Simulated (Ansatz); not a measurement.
Mulliken charges of BrClGaH, SMILES `[Cl][GaH][Br]` from r2SCAN/def2-TZVPP in Ansatz (PBE0-D4/def2-TZVP geometry).

| atom | x (Å) | y (Å) | z (Å) | charge (e) |
| --- | --- | --- | --- | --- |
| Cl1 | -1.970 | -0.096 | -0.528 | -0.250 |
| Ga2 | 0.089 | 0.166 | -0.052 | 0.503 |
| Br3 | 1.109 | -1.624 | 0.905 | -0.233 |
| H4 | 0.828 | 1.493 | -0.345 | -0.020 |

Problem. By hand: the dipole of these point charges (1 e Å = 4.8032 D).

Solution. Σ q r = (0.262, 0.456, -0.098) e Å, of length 0.535 e Å = 2.57 D.

Problem. How does the dipole of the full density compare? (Estimate.)

Solution. Ansatz gave: (0.181, 0.261, -0.048) e Å, 1.54 D; the point charges give 1.67 times that, at 5° from its direction.

Point charges leave out the atoms' own dipoles, such as those of lone pairs, and Mulliken's split depends on the basis, so the two needn't agree.
